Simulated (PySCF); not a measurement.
PySCF input (TPSSh/def2-TZVPD):

```python
from pyscf import gto, scf, dft

mol = gto.M(
    atom='''
    Si    0.26100997   -0.13447417   -0.93505675
    Br   -0.32797118    0.37094639    1.32338776
    O     0.75234544    1.13268585   -1.66098157
    O    -1.10632530   -0.90246041   -1.50232923
    O     1.27310125   -1.43909944   -0.70222426
    H    -1.62754562   -0.26937040   -2.00378101
    H     2.09942589   -1.16012317   -0.29971574
    ''',
    basis='def2-tzvpd',
    charge=-1,
    spin=0,
    verbose=4,
)

mf = dft.RKS(mol, xc='tpssh').density_fit(auxbasis='def2-universal-jkfit')
mf.grids.level = 3
mf.conv_tol = 1e-9
mf.max_cycle = 100
mf.max_memory = 1500
mf.kernel()
if not mf.converged:
    mf = mf.newton()
    mf.kernel(mf.make_rdm1())
mf.analyze()
```

Output:

```
PySCF version 2.14.0

[INPUT] verbose = 4
[INPUT] num. atoms = 7
[INPUT] num. electrons = 76
[INPUT] charge = -1
[INPUT] spin (= nelec alpha-beta = 2S) = 0
[INPUT] symmetry False subgroup None
[INPUT] Mole.unit = angstrom
[INPUT] Symbol           X                Y                Z      unit          X                Y                Z       unit  Magmom
[INPUT]  1 Si     0.261009970000  -0.134474170000  -0.935056750000 AA    0.493237359081  -0.254119352128  -1.767001168426 Bohr   0.0
[INPUT]  2 Br    -0.327971180000   0.370946390000   1.323387760000 AA   -0.619775706950   0.700987083996   2.500840423002 Bohr   0.0
[INPUT]  3 O      0.752345440000   1.132685850000  -1.660981570000 AA    1.421726832665   2.140466041670  -3.138800265250 Bohr   0.0
[INPUT]  4 O     -1.106325300000  -0.902460410000  -1.502329230000 AA   -2.090651821677  -1.705403013163  -2.838990793629 Bohr   0.0
[INPUT]  5 O      1.273101250000  -1.439099440000  -0.702224260000 AA    2.405812691341  -2.719503807615  -1.327011529425 Bohr   0.0
[INPUT]  6 H     -1.627545620000  -0.269370400000  -2.003781010000 AA   -3.075615477035  -0.509036282065  -3.786597322504 Bohr   0.0
[INPUT]  7 H      2.099425890000  -1.160123170000  -0.299715740000 AA    3.967339950921  -2.192315062062  -0.566380663821 Bohr   0.0

nuclear repulsion = 426.317583466205
number of shells = 86
number of NR pGTOs = 368
number of NR cGTOs = 238
basis = def2-tzvpd
ecp = {}

******** <class 'pyscf.df.df_jk.DFRKS'> ********
method = DFRKS
initial guess = minao
damping factor = 0
level_shift factor = 0
DIIS = <class 'pyscf.scf.diis.CDIIS'>
diis_start_cycle = 1
diis_space = 8
diis_damp = 0
SCF conv_tol = 1e-09
SCF conv_tol_grad = None
SCF max_cycles = 100
direct_scf = False
XC library pyscf.dft.libxc version 7.1.2
    S. Lehtola, C. Steigemann, M. J. T. Oliveira, and M. A. L. Marques,  SoftwareX 7, 1–5 (2018)
XC functionals = tpssh
    V. N. Staroverov, G. E. Scuseria, J. Tao, and J. P. Perdew,  J. Chem. Phys. 119, 12129 (2003)
radial grids:
    Treutler-Ahlrichs [JCP 102, 346 (1995); DOI:10.1063/1.469408] (M4) radial grids

becke partition: Becke, JCP 88, 2547 (1988); DOI:10.1063/1.454033
pruning grids: <function nwchem_prune>
grids dens level: 3
symmetrized grids: False
atomic radii adjust function: <function treutler_atomic_radii_adjust>
small_rho_cutoff = 0
Set gradient conv threshold to 3.16228e-05
Initial guess from minao.
tot grids = 101472
******** <class 'pyscf.df.df.DF'> ********
auxbasis = def2-universal-jkfit
init E= -3090.04333829986
  HOMO = -0.319222287110415  LUMO = -0.0705191753345389  gap/eV = 6.76756
cycle= 1 E= -3090.42446059719  delta_E= -0.381  |g|= 1.49  |ddm|= 2.44
  HOMO = 0.138643501543928  LUMO = 0.140981951387201  gap/eV = 0.06363
[...]
cycle= 14 E= -3090.82294868712  delta_E= 3.64e-12  |g|= 1.15e-06  |ddm|= 6.75e-06
  HOMO = -0.0634924267901766  LUMO = 0.111191079198299  gap/eV = 4.75338
Extra cycle  E= -3090.82294868713  delta_E= -7.28e-12  |g|= 1.29e-06  |ddm|= 2.14e-06
converged SCF energy = -3090.82294868713
**** SCF Summaries ****
Total Energy =                       -3090.822948687125972
Nuclear Repulsion Energy =             426.317583466205008
One-electron Energy =                -5161.855693469587095
Two-electron Energy =                 1644.715161316255944
Two-electron Coulomb Energy =         1783.805915341218679
DFT Exchange-Correlation Energy =     -139.090754024962735
HOMO-LUMO gap [eV] =                     4.753380312779401
**** MO energy ****
MO #1   energy= -482.360070689571  occ= 2
MO #2   energy= -65.8371076693308  occ= 2
MO #3   energy= -62.0740208975305  occ= 2
MO #4   energy= -55.8592105525705  occ= 2
MO #5   energy= -55.857646258718   occ= 2
MO #6   energy= -55.857499102369   occ= 2
MO #7   energy= -18.895632455154   occ= 2
MO #8   energy= -18.894994598311   occ= 2
MO #9   energy= -18.7959600601101  occ= 2
MO #10  energy= -8.42030539154939  occ= 2
MO #11  energy= -6.23782372925522  occ= 2
MO #12  energy= -6.23301172325944  occ= 2
MO #13  energy= -6.23257201776079  occ= 2
MO #14  energy= -5.06032183840168  occ= 2
MO #15  energy= -3.41022574285029  occ= 2
MO #16  energy= -3.40803472739836  occ= 2
MO #17  energy= -3.40523171374893  occ= 2
MO #18  energy= -2.36207605531975  occ= 2
MO #19  energy= -2.3608230199121   occ= 2
MO #20  energy= -2.36047223443032  occ= 2
MO #21  energy= -2.35672006253722  occ= 2
MO #22  energy= -2.35670798296564  occ= 2
MO #23  energy= -0.832633502725707 occ= 2
MO #24  energy= -0.812939137012834 occ= 2
MO #25  energy= -0.683896633400614 occ= 2
MO #26  energy= -0.552417383037493 occ= 2
MO #27  energy= -0.377621615839757 occ= 2
MO #28  energy= -0.299347244049599 occ= 2
MO #29  energy= -0.242345772932689 occ= 2
MO #30  energy= -0.208638416612587 occ= 2
MO #31  energy= -0.196265439162767 occ= 2
MO #32  energy= -0.156083860112937 occ= 2
MO #33  energy= -0.14817843638656  occ= 2
MO #34  energy= -0.115770859674135 occ= 2
MO #35  energy= -0.106257875563631 occ= 2
MO #36  energy= -0.10379267107309  occ= 2
MO #37  energy= -0.0690607587202315 occ= 2
MO #38  energy= -0.0634924267901766 occ= 2
MO #39  energy= 0.111191079198299  occ= 0
MO #40  energy= 0.130451482618675  occ= 0
MO #41  energy= 0.135252984303212  occ= 0
MO #42  energy= 0.153393747187239  occ= 0
MO #43  energy= 0.163294354031908  occ= 0
MO #44  energy= 0.181738711069872  occ= 0
MO #45  energy= 0.183731454692531  occ= 0
MO #46  energy= 0.193109083583014  occ= 0
MO #47  energy= 0.198105294755735  occ= 0
MO #48  energy= 0.207851035721725  occ= 0
MO #49  energy= 0.225359290472785  occ= 0
MO #50  energy= 0.234343380515331  occ= 0
MO #51  energy= 0.25070127436035   occ= 0
MO #52  energy= 0.252164159271652  occ= 0
MO #53  energy= 0.257647312221934  occ= 0
MO #54  energy= 0.263008457834161  occ= 0
MO #55  energy= 0.271179996764808  occ= 0
MO #56  energy= 0.27660964879804   occ= 0
MO #57  energy= 0.291505520031116  occ= 0
MO #58  energy= 0.296751417947956  occ= 0
MO #59  energy= 0.318284511890191  occ= 0
MO #60  energy= 0.320976098693168  occ= 0
MO #61  energy= 0.339255203210608  occ= 0
MO #62  energy= 0.344485073308241  occ= 0
MO #63  energy= 0.346607584157548  occ= 0
MO #64  energy= 0.353234117311051  occ= 0
MO #65  energy= 0.368490645600933  occ= 0
MO #66  energy= 0.383878658407565  occ= 0
MO #67  energy= 0.388098767240414  occ= 0
MO #68  energy= 0.396229730557502  occ= 0
MO #69  energy= 0.39769426330565   occ= 0
MO #70  energy= 0.409939596895009  occ= 0
MO #71  energy= 0.414852923677997  occ= 0
MO #72  energy= 0.422706529813744  occ= 0
MO #73  energy= 0.432123897127838  occ= 0
MO #74  energy= 0.448305454316542  occ= 0
MO #75  energy= 0.453398688114942  occ= 0
MO #76  energy= 0.459949901245266  occ= 0
MO #77  energy= 0.478754285431468  occ= 0
MO #78  energy= 0.506938760867847  occ= 0
MO #79  energy= 0.5211091104204    occ= 0
MO #80  energy= 0.534214054243592  occ= 0
MO #81  energy= 0.553348120960686  occ= 0
MO #82  energy= 0.563121375303035  occ= 0
MO #83  energy= 0.586137095704005  occ= 0
MO #84  energy= 0.592394797515275  occ= 0
MO #85  energy= 0.597874478007312  occ= 0
MO #86  energy= 0.614496607654789  occ= 0
MO #87  energy= 0.62666903439592   occ= 0
MO #88  energy= 0.637546282389768  occ= 0
MO #89  energy= 0.644527214726807  occ= 0
MO #90  energy= 0.655300971612088  occ= 0
MO #91  energy= 0.658403898532222  occ= 0
MO #92  energy= 0.677030318701096  occ= 0
MO #93  energy= 0.680229809897763  occ= 0
MO #94  energy= 0.689202860882904  occ= 0
MO #95  energy= 0.709634938604118  occ= 0
MO #96  energy= 0.72373649682117   occ= 0
MO #97  energy= 0.744606068612971  occ= 0
MO #98  energy= 0.752879093085781  occ= 0
MO #99  energy= 0.755659550629659  occ= 0
MO #100 energy= 0.771532467134974  occ= 0
MO #101 energy= 0.790339381295866  occ= 0
MO #102 energy= 0.800138573483564  occ= 0
MO #103 energy= 0.815034840985288  occ= 0
MO #104 energy= 0.818639863044667  occ= 0
MO #105 energy= 0.842580948241125  occ= 0
MO #106 energy= 0.87739300060727   occ= 0
MO #107 energy= 0.888190803529085  occ= 0
[...]
```

It need not be the lowest isomer of its formula. Whether it binds its extra electron was not tested at this geometry.
